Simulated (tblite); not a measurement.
Task: Write Cartesian coordinates for InChI=1S/C4H10FNSi/c1-3-7(4-5)6-2/h7H,2-4H2,1H3/t7-/m0/s1 as optimised with GFN2-xTB.

Result: 
```xyz
17
C4H10FNSi angstrom
C     -2.7693   -0.9471   -0.9257
N     -1.8234   -0.1905   -0.6267
Si    -0.3783   -0.3350    0.2987
C      1.0296   -0.0031   -0.9377
C      2.4060   -0.0285   -0.2812
C     -0.5545    1.1395    1.5168
F      0.5637    1.2357    2.3226
H     -3.5605   -0.5777   -1.5735
H     -2.8766   -1.9788   -0.5811
H     -0.1293   -1.5563    1.0798
H      0.8740    0.9701   -1.4062
H      1.0017   -0.7397   -1.7420
H      2.4614    0.7010    0.5222
H      2.6144   -1.0095    0.1394
H      3.1841    0.2027   -1.0069
H     -0.6430    2.0977    1.0002
H     -1.4069    1.0315    2.1912
```

Orientation and origin are arbitrary. Atoms count from 1 in this order. Of the pairs four or more bonds apart, F7···H13 is among the closest relative to their van der Waals radii: 2.67 Å, 100 % of the sum of Bondi's values. N2 (C=N nitrogen) is bent (angle 135.6°). Si3 (SiH silicon) is distorted tetrahedral (angles from 101.5° to 119.8°).

Bonds between heavy atoms (Å): C1=N2 1.248, N2–Si3 1.722, Si3–C4 1.903, C4–C5 1.525, Si3–C6 1.921, C6–F7 1.382.

Computed geometry: GFN2-xTB, gas phase.

Point group: C1 (no symmetry element, even within 0.4 Å). Its GFN2-xTB frequencies are all real (lowest 40 cm⁻¹). One conformer, not necessarily the lowest (C1–N2–Si3–C4 119°, N2–Si3–C4–C5 178°, N2–Si3–C6–F7 -177°). 3 starts were optimised and ended at 0.00, 1.73 and 2.14 kcal/mol (GFN2-xTB); the lowest of these is shown.
